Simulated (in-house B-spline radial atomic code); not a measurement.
Configurations of Er IV (Er3+), with energies counted from [Xe] 4f11. All numbers are computed (Dirac-Hartree-Fock, average of configuration; Fermi nucleus of rms radius 5.2516 fm) with a B-spline radial code for spherical atoms, not measured. Energies include first-order Breit, QED and recoil terms.

Occupations are held fixed; configurations that lie above the ionisation limit could autoionise.

```tsv
configuration	E - E(ref) (eV)	highest orbital	its <r> (bohr)
[Xe] 4f10 6p1	18.507	6p3/2	3.556
[Xe] 4f10 6d1	26.044	6d5/2	4.79
[Xe] 4f10 7s1	26.164	7s1/2	5.491
[Xe] 4f10 7p1	28.534	7p3/2	6.348
[Xe] 4f10 9s1	34.839	9s1/2	12.75
[Kr] 4d10 4f11 5s2 5p5 8s1	51.899	8s1/2	8.795
[Kr] 4d10 4f11 5s2 5p5 5g1	52.534	5g7/2	6.853
[Kr] 4d10 4f11 5s2 5p5 8g1	57.844	8g7/2	21.44
[Kr] 4d10 4f11 5s2 5p5 9g1	58.559	9g7/2	27.8
[Kr] 4d9 4f11 5s2 5p6 7s1	201.02	7s1/2	5.486
[Kr] 4d9 4f11 5s2 5p6 9s1	209.7	9s1/2	12.74
```

Q: Order these further configurations by energy, lowest first.
A. [Kr] 4d9 4f11 5s2 5p6 6s1
B. [Kr] 4d9 4f12 5s2 5p6
C. [Kr] 4d10 4f11 5s2 5p5 9d1
D. [Kr] 4d9 4f11 5s2 5p6 7g1
E. [Kr] 4d9 4f11 5s2 5p6 9p1

A: C (56.618 eV), B (174.26 eV), A (187.44 eV), E (210.4 eV), D (211.69 eV).

Q: How far above the reference does [Kr] 4d9 4f11 5s2 5p6 8p1 lie?

A: 207.93 eV; its least bound orbital is 8p3/2 with <r> = 9.869 bohr.

Q: How far above the reference does [Kr] 4d9 4f11 5s2 5p6 5g1 lie?

A: 207.42 eV; its least bound orbital is 5g7/2 with <r> = 6.854 bohr.

Q: How far above the reference does [Kr] 4d10 4f11 5s2 5p5 6g1 lie?

A: 55.194 eV; its least bound orbital is 6g7/2 with <r> = 10.96 bohr.

Q: One of these lies 38.58 eV from the reference. Which?
A. [Xe] 4f10 7g1
B. [Xe] 4f10 6s1
C. [Xe] 4f10 9g1

A: C.
